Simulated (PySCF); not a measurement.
Relaxation of triplet ZrBr2

Computed with UPBE/[Zr def2-TZVP with ECP28, Br def2-TZVP], scalar-relativistic core potentials, density fitting, no spin–orbit coupling, PySCF. A (50,194) grid was used.

A hand-made bent start, of C2v symmetry, held to at least that symmetry:

Coordinates in bohr (charge 0 multiplicity 3):
```
Zr    0.0000    0.0000   -1.8507
Br    4.1485    0.0000    1.0542
Br   -4.1485    0.0000    1.0542
```

Optimiser trace:
```
step  E − E(last) (kJ/mol)  largest gradient (Eh/bohr)
   0                 49.41                     0.04415
   1                 19.28                     0.02677
   2                  6.12                     0.00874
   3                  3.63                     0.00248
   4                  1.25                     0.00489
   5                  0.41                     0.00356
   6                  0.09                     0.00141
   7                  0.01                     0.00029
   8                  0.00                     0.00007
```

It ends at C2v with Zr–Br 2.502 Å (×2); Br–Zr–Br 140.0° (after a last refinement on a finer grid). A frequency run shows a minimum.

Other spin states or occupations of the open shell can lie lower.
